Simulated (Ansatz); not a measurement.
System: BI, charge -1, multiplicity 2. SMILES: [B][I-]
Geometry: optimised at B3LYP-D3(BJ)/def2-TZVP (Ansatz, a first-principles code).

Wanted: vertical ionisation energy (to the singlet state of charge +0; each state is the SCF solution reached for its spin; for the singlet the Hartree-Fock reference is unstable and T1 is 0.024), in eV. Valence correlation only, unless marked. UHF or UKS for open shells. Spin-orbit coupling is left out. The frozen core is the preceding noble-gas configuration, with the filled d and f shells of earlier blocks. Past Kr the def2 sets carry scalar-relativistic core potentials. Anions need diffuse functions: def2-D sets add few. Basis-set limits of correlation are two-point, X^-3; Hartree-Fock from the larger set.

| level | program | vertical ionisation energy (eV) |
|---|---|---|
| SVWN5/def2-TZVPD | Ansatz | 0.99 |
| PBE/def2-TZVPD | Ansatz | 0.93 |
| B3LYP/def2-TZVPD | Ansatz | 1.03 |
| PBE0/def2-TZVPD | Ansatz | 1.05 |
| BHLYP/def2-TZVPD | Ansatz | 1.02 |
| CAM-B3LYP/def2-TZVPD | Ansatz | (withheld) |
| wB97M-V/def2-TZVPD | Ansatz | (withheld) |
| wB97X-V/def2-TZVPD | Ansatz | 1.02 |
| CCSD/def2-SVPD | Ansatz | (withheld) |
| CCSD/def2-QZVPPD | Ansatz | (withheld) |
| CCSD(T)/CBS(def2-TZVPPD,def2-QZVPPD) | Ansatz | 0.91 |

Q: What belongs in the gaps?

A: 
- CAM-B3LYP/def2-TZVPD, vertical ionisation energy (eV): 1.12
- wB97M-V/def2-TZVPD, vertical ionisation energy (eV): 0.87
- CCSD/def2-SVPD, vertical ionisation energy (eV): 0.75
- CCSD/def2-QZVPPD, vertical ionisation energy (eV): 0.88
